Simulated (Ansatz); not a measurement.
GeSe (Germanium monoselenide): the vertical energy of the triplet above the singlet from total energies

GeSe has 2 atoms, charge 0, and is taken as a singlet. As SMILES, `[Ge-]#[Se+]`. Geometry: the measured bond length.

```xyz
2

Ge    0.0000    0.0000    0.0000
Se    0.0000    0.0000    2.1346
```

Both states at this one shape; open shells run unrestricted unless said. 1 Eh = 27.2114 eV.

| level | program | singlet GeSe (Eh) | triplet GeSe (Eh) |
| --- | --- | --- | --- |
| PBE0/aug-pcseg-0 | Ansatz | -4472.549619 | -4472.439878 |
| PBE0/aug-pcseg-2 | Ansatz | -4478.128452 | -4478.023508 |
| PBE0/aug-pcseg-3 | Ansatz | -4478.149154 | -4478.044491 |

Question: Work out the vertical gap, second state less first, at each level.

Answer: 
1. PBE0/aug-pcseg-0: -4472.439878 − (-4472.549619) = 0.109741 Eh = 2.99 eV.
2. PBE0/aug-pcseg-2: -4478.023508 − (-4478.128452) = 0.104944 Eh = 2.86 eV.
3. PBE0/aug-pcseg-3: -4478.044491 − (-4478.149154) = 0.104663 Eh = 2.85 eV.

No measured value is set beside it here; the levels span 2.85 to 2.99 eV. All-electron rows are non-relativistic unless named.
